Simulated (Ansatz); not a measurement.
Consider the cleavage of the Si–Si bond: `[SiH3][Si]1(Cl)C=C1` + `N[SiH3]` → `[SiH3]N[SiH3]` + `Cl[SiH]1C=C1`.

Calculated with Ansatz (gas phase, PBE0-D4/def2-TZVP geometries, no zero-point term in ΔE). CCSD(T)/CBS is the MP2 limit (def2-TZVPP, def2-QZVPP) plus CCSD(T) − MP2 in def2-TZVPP, frozen cores. This one scheme is used for every species. DFT in def2-TZVPP.

```tsv
level	ΔE (kJ/mol)	difference from CCSD(T)/CBS
revPBE-D4	-27.2	19.4
B97M-V	-40.0	6.6
PBE0-D4	-32.3	14.3
BHLYP-D4	-51.5	-4.9
ωB97M-V	-49.4	-2.8
B2PLYP	-48.0	-1.4
PBE	-25.7	20.9
revPBE	-24.1	22.5
r2SCAN	-39.1	7.5
PBE0	-33.2	13.4
r2SCAN0	-43.1	3.5
CAM-B3LYP	-50.6	-4.0
LC-ωPBE	-41.8	4.8
HF/def2-SVP	-64.1	-17.5
CCSD(T)/def2-SVP	-49.9	-3.3
CCSD/CBS(def2)	-49.8	-3.2
CCSD(T)/CBS	-46.6	0
```

(1) What do rigid-rotor, harmonic-oscillator terms from PBE0-D4/def2-TZVP frequencies (298.15 K, 1 bar) make of the CCSD(T)/CBS value? (An estimate is asked.)

Largest T1 diagnostic among the species: 0.012.

## Answers

(1) The calculation gave: ΔZPE = -2.9 kJ/mol, ΔH = -51.4 kJ/mol, ΔS = 7 J/(mol·K), ΔG = -53.5 kJ/mol. Modes under 50 cm⁻¹ make the entropy rough.

In def2-TZVPP, CCSD(T) changes the Hartree–Fock value by +17.9 kJ/mol (the triples alone add +3.3 kJ/mol) and MP2 by +13.2 kJ/mol. At CCSD(T), def2-SVP lies −3.3 kJ/mol from the extrapolated value and def2-TZVPP −0.3 kJ/mol. Leaving LDA and LC-ωPBE aside and taking each functional with its dispersion term where it has one, the values, not all of them listed here, spread over 26.6 kJ/mol, from BHLYP-D4 to PBE-D4. LDA lies −4.2 kJ/mol from PBE without D4.
